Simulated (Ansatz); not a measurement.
Isolated molecules relaxed with PBE0-D4/def2-TZVP in Ansatz; ΔE leaves out vibrations. CCSD(T)/CBS adds triple-zeta CCSD(T) − MP2 to the extrapolated MP2 energy (def2 sets, frozen cores). Functionals use def2-TZVPP. Elements past krypton have def2 core potentials. For Sn outer-core shells are correlated without core-valence functions, which leaves a few kJ/mol of doubt a bond. Each species was taken in one conformer, which may not be the lowest.

Consider the formal exchange of groups at the Sn–C bond: `[BH2][SnH2][C]#C` + `O=CBF` → `[BH2][SnH2][BH]F` + `C#CC=O`.

```csv
species,CAM-B3LYP-D4 energy (Eh)
`[BH2][SnH2][C]#C`,-318.19861
`O=CBF`,-239.26255
`[BH2][SnH2][BH]F`,-366.81131
`C#CC=O`,-190.63887
```

(1) Work out ΔE.

Largest T1 diagnostic among the species: 0.016.

## Answers

(1) ΔE = (-366.81131) + (-190.63887) − (-318.19861) − (-239.26255) = 0.01098 Eh = +6.9 kcal/mol. CCSD(T)/CBS gives +8.1 kcal/mol.

From r2SCAN to r2SCAN0 (25 % exact exchange), in def2-TZVPP and without D4, ΔE moves by +1.8 kcal/mol. At CCSD(T), def2-SVP lies −1.2 kcal/mol from the extrapolated value and def2-TZVPP +0.7 kcal/mol. In def2-TZVPP, CCSD(T) changes the Hartree–Fock value by −3.0 kcal/mol (the triples alone add −0.6 kcal/mol) and MP2 by −3.2 kcal/mol.
